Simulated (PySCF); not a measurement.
C$_{2}$NO, SMILES `N#C[C]=O` (charge 0, multiplicity 2)

The numbers are results of PBE-D3(BJ)/def2-TZVP (PySCF), not measurements.

```json
{
  "highest_occupied_spin_orbital": "-5.83 eV",
  "dipole_moment": "1.15 D",
  "total_energy": "-205.9493 Ha",
  "cost": "around 2.3 core-minutes (rough)"
}
```

Bond lengths (Å): N1–C2 1.179, C2–C3 1.398, C3–O4 1.184. Angles (°): N1–C2–C3 164.1, C2–C3–O4 140.9.
Charge 0, spin multiplicity 2.
